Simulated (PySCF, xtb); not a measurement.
TiF2I2, SMILES [F][Ti]([F])([I])[I], multiplicity 1.

GFN2-xTB (xtb) at its own geometry gives an orbital gap of 2.25 eV and a dipole moment of 5.23 D.

Geometry optimised at B3LYP-D3(BJ)/def2-SVP. The spin state was assumed, not searched. The structure was generated by enumeration; whether it is a known compound was not checked. The def2 effective core potentials stand for the cores of I; spin–orbit coupling is left out.

Q: What does PBE0/def2-TZVP (PySCF) give? (Estimate from the structure and the level; the computed values follow.)

A: gap 4.33 eV (levels -8.07 and -3.74 eV), dipole 0.75 D.
